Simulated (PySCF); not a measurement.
Vertical excitations of a molecule C₂H₁₀Si₃ from TDA-PBE/def2-SVPD (PySCF), as energy in eV (oscillator strength): 5.21 (0.054), 5.77 (0.058), 5.86 (0.056), 6.04 (0.005), 6.20 (0.005), 6.27 (0.004), 6.35 (0.020), 6.46 (0.017), 6.52 (0.007), 6.55 (0.103). Lowest triplet (TDA): 4.11 eV. Geometry optimised at B3LYP-D3(BJ)/def2-SVP. One conformer was computed; it need not be the lowest.

Question: Identify the compound among the candidates.
(A) C=C[SiH]([SiH3])[SiH3]
(B) C=C[SiH2][SiH2][SiH3]
(C) C[SiH]1[SiH2]C[SiH2]1
(D) [SiH3]C1[SiH2]C[SiH2]1

Answer: B, C=C[SiH2][SiH2][SiH3]
